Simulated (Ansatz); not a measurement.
Energy difference R1 → P1 + P2, each structure at its B3LYP-D3(BJ)/def2-TZVP stationary point, reached from a drawn start (curvature not checked).
R1: H6W (SMILES [WH6]), charge 0, multiplicity 1.
P1, H5W (SMILES [WH5]) (charge 0, multiplicity 2):
```csv
atom,x (Å),y (Å),z (Å)
W,-0.2455,-0.0017,0.0019
H,0.5647,0.0093,1.4891
H,0.5452,-0.0020,-1.4956
H,1.4331,0.0124,-0.0099
H,-1.1607,1.4554,0.0012
H,-1.1369,-1.4734,0.0133
```
P2: H atom, charge 0, multiplicity 2.

P less R. No zero-point or thermal terms; singlets are restricted closed shells; open shells are unrestricted; no spin–orbit coupling. The spin states of the d-block species are the ones drawn and need not be the lowest.

Correlated levels freeze the cores.

Programs: Ansatz (a quantum-chemistry and plane-wave program) with Gaussian orbitals. No computed number here is a measurement. Elements past Kr take the def2 small-core potentials, without spin–orbit coupling.

Total energies in hartree:

| structure | PBE/def2-TZVPP | PBE0/def2-TZVPP | CCSD(T)/def2-QZVPP |
|---|---|---|---|
| R1 | -70.609369 | -70.557891 | -70.087073 |
| P1 | -69.998242 | -69.949809 | -69.477007 |
| P2 | -0.499616 | -0.501036 | -0.499983 |

Task: Work out the reaction energy at each level in kcal/mol (1 hartree = 627.50947 kcal/mol), and say how far PBE/def2-TZVPP lies from CCSD(T)/def2-QZVPP.

Result: 
- PBE/def2-TZVPP: (-69.998242) + (-0.499616) − (-70.609369) = 0.111511 hartree = 69.97 kcal/mol
- PBE0/def2-TZVPP: (-69.949809) + (-0.501036) − (-70.557891) = 0.107046 hartree = 67.17 kcal/mol
- CCSD(T)/def2-QZVPP: (-69.477007) + (-0.499983) − (-70.087073) = 0.110083 hartree = 69.08 kcal/mol
PBE/def2-TZVPP less CCSD(T)/def2-QZVPP: 0.89 kcal/mol. CCSD(T)/def2-QZVPP is the level counted from, the highest shown, and no exact or measured value.
